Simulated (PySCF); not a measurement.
C2H5FO2Si, SMILES C([Si@@H](F)O)C=O. Atoms are numbered in the order given.

```xyz
11

O      1.3513    -0.9225    -1.3522
C      1.7558    -0.3124    -0.3841
C      0.9986    -0.2153     0.9119
Si    -0.8223     0.2021     0.5883
O     -1.3689    -0.8171    -0.5775
F     -0.8624     1.7529     0.0958
H      2.7352     0.2243    -0.4361
H      1.4856     0.4740     1.6175
H      0.9879    -1.2210     1.3726
H     -1.6689     0.1022     1.7935
H     -0.6518    -1.1018    -1.1744
```
Charge 0, spin multiplicity 1.

Geometry: B3LYP-D3(BJ)/def2-SVP. The structure was generated by enumeration; whether it is a known compound was not checked. The values are those of a single conformer.

These are PBE/pcSseg-1 (PySCF) values and carry that method's errors.

GIAO shieldings, no solvent; atoms listed in one row are averaged. δ = σ(ref) − σ: ¹⁷O against H2O (σ = 334.3 ppm); ¹³C against TMS (σ = 182.0 ppm); ²⁹Si against TMS (σ = 335.4 ppm); ¹⁹F against CFCl3 (σ = 133.6 ppm); ¹H against TMS (σ = 31.49 ppm), references at their B3LYP-D3(BJ)/def2-TZVP geometries, non-relativistic.

```csv
nucleus,atoms,count,δ (ppm)
¹⁷O,O1,1,681.6
¹⁷O,O5,1,90.9
¹³C,C2,1,210.9
¹³C,C3,1,40.9
²⁹Si,Si4,1,-12.5
¹⁹F,F6,1,-162.5
¹H,H7,1,10.61
¹H,H11,1,5.44
¹H,H10,1,5.36
¹H,H8,1,2.75
¹H,H9,1,2.17
```
